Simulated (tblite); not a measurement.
Species: C6H13BBrF.
Bonds: C1–C2, C2–B3, B3–Br4, B3–C5, C5–C6, C5–C7, C5–C8, C8–F9. Hydrogens: H10, H11, H12 on C1; H13, H14 on C2; H15, H16, H17 on C6; H18, H19, H20 on C7; H21, H22 on C8.

Computed with GFN2-xTB (tblite), gas phase: L-BFGS steps from a force-field or distance-geometry start until the largest atomic force falls under 0.01 eV/Å.

Step 122: E = -804.3840 eV
```
atom  x, y, z in Å  |  force x, y, z in eV/Å
C1      3.1457    0.1192   -0.2601    0.000  -0.006  -0.004
C2      1.7704   -0.3619    0.2127   -0.016   0.012  -0.009
B3      0.5112    0.1562   -0.5846   -0.005   0.004   0.016
Br4     0.7203    1.0535   -2.2186    0.056   0.003  -0.001
C5     -0.9887    0.0090   -0.0224    0.002  -0.024  -0.002
C6     -1.4176    1.3920    0.5105   -0.013  -0.016  -0.009
C7     -1.9877   -0.4287   -1.1098    0.012  -0.005   0.012
C8     -1.0983   -0.9901    1.1387   -0.008   0.008  -0.001
F9     -0.5742   -2.2152    0.7902   -0.011   0.005  -0.008
H10     3.2730    1.1817   -0.0589   -0.027   0.003  -0.029
H11     3.9358   -0.4198    0.2580    0.009   0.012   0.007
H12     3.2705   -0.0397   -1.3293    0.014  -0.018   0.008
H13     1.7545   -1.4589    0.1723   -0.010   0.008  -0.025
H14     1.6690   -0.1320    1.2791    0.001  -0.005  -0.002
H15    -2.4450    1.3560    0.8652   -0.018  -0.010   0.045
H16    -1.3599    2.1386   -0.2780   -0.010   0.003  -0.025
H17    -0.7764    1.7113    1.3300   -0.003  -0.002   0.019
H18    -1.7192   -1.4082   -1.4999    0.023  -0.014  -0.008
H19    -2.9903   -0.4943   -0.6926   -0.047   0.006   0.023
H20    -2.0149    0.2783   -1.9347    0.045   0.018  -0.015
H21    -2.1436   -1.1720    1.4090   -0.008   0.019   0.017
H22    -0.5449   -0.6562    2.0222    0.013   0.001  -0.009
```

Step 123: E = -804.3848 eV
```
atom  x, y, z in Å  |  force x, y, z in eV/Å
C1      3.1459    0.1106   -0.2640    0.008   0.005  -0.021
C2      1.7692   -0.3609    0.2123   -0.010   0.029  -0.013
B3      0.5117    0.1627   -0.5831   -0.013   0.018   0.015
Br4     0.7196    1.0730   -2.2122    0.058  -0.016   0.029
C5     -0.9878    0.0108   -0.0204    0.006  -0.020  -0.021
C6     -1.4247    1.3913    0.5121   -0.014  -0.017  -0.015
C7     -1.9817   -0.4287   -1.1114    0.004   0.004   0.013
C8     -1.0963   -0.9886    1.1401    0.001   0.015   0.000
F9     -0.5665   -2.2121    0.7959   -0.010  -0.006  -0.020
H10     3.2758    1.1753   -0.0750   -0.026  -0.008  -0.035
H11     3.9348   -0.4241    0.2601    0.008   0.007   0.010
H12     3.2697   -0.0621   -1.3312    0.020  -0.009   0.006
H13     1.7455   -1.4570    0.1772   -0.003  -0.021  -0.032
H14     1.6724   -0.1268    1.2775   -0.011   0.004   0.019
H15    -2.4529    1.3499    0.8625   -0.037  -0.010   0.046
H16    -1.3675    2.1384   -0.2759   -0.008   0.007  -0.022
H17    -0.7903    1.7133    1.3353    0.014  -0.001   0.022
H18    -1.7043   -1.4038   -1.5068    0.008  -0.009  -0.005
H19    -2.9844   -0.5017   -0.6956   -0.043  -0.009   0.015
H20    -2.0126    0.2840   -1.9314    0.045   0.010  -0.019
H21    -2.1404   -1.1747    1.4106   -0.020   0.022   0.010
H22    -0.5454   -0.6500    2.0225    0.024   0.003   0.017
```

Q: Estimate the geometry and energy of step 124. (The exact step hangs on the optimiser's Hessian estimate; all steps are aligned on step 123, rigid shifts and turns removed.)

A: E = -804.3855 eV, largest force 0.068 eV/Å
```
atom  x, y, z in Å  |  force x, y, z in eV/Å
C1      3.1453    0.1062   -0.2657    0.023  -0.019   0.001
C2      1.7682   -0.3608    0.2117   -0.013   0.011   0.014
B3      0.5124    0.1664   -0.5826   -0.023   0.018   0.020
Br4     0.7216    1.0784   -2.2108    0.054  -0.017   0.038
C5     -0.9870    0.0119   -0.0196    0.000   0.001  -0.019
C6     -1.4300    1.3906    0.5132   -0.014  -0.018  -0.021
C7     -1.9774   -0.4282   -1.1127    0.001   0.017   0.011
C8     -1.0945   -0.9874    1.1409    0.011   0.034  -0.005
F9     -0.5669   -2.2108    0.7976    0.001  -0.036  -0.034
H10     3.2742    1.1715   -0.0833   -0.016   0.010  -0.034
H11     3.9348   -0.4255    0.2619   -0.010   0.015   0.006
H12     3.2686   -0.0743   -1.3306    0.030  -0.007  -0.032
H13     1.7387   -1.4574    0.1790    0.008  -0.005  -0.034
H14     1.6744   -0.1249    1.2771   -0.020   0.004   0.016
H15    -2.4571    1.3441    0.8657   -0.048  -0.013   0.040
H16    -1.3780    2.1378   -0.2752   -0.005   0.004  -0.019
H17    -0.7979    1.7166    1.3360    0.031   0.001   0.026
H18    -1.6924   -1.3987   -1.5132   -0.008  -0.019  -0.004
H19    -2.9805   -0.5065   -0.6982   -0.035  -0.023   0.008
H20    -2.0096    0.2896   -1.9279    0.037   0.008  -0.030
H21    -2.1369   -1.1724    1.4162   -0.041   0.026   0.004
H22    -0.5405   -0.6475    2.0197    0.036   0.010   0.049
```

The energy changes by -0.0007 eV. The first-order estimate −F·Δx gives -0.0011 eV and the mean of the old and new forces, exact on a quadratic surface, -0.0007 eV. The step makes an angle of 78° with the force vector and moves no atom by more than 0.014 Å.

The cost below is that of the whole relaxation. Hardware: one thread of an Arm Neoverse V1, no GPU (shared host). Cost: 1.4 s.
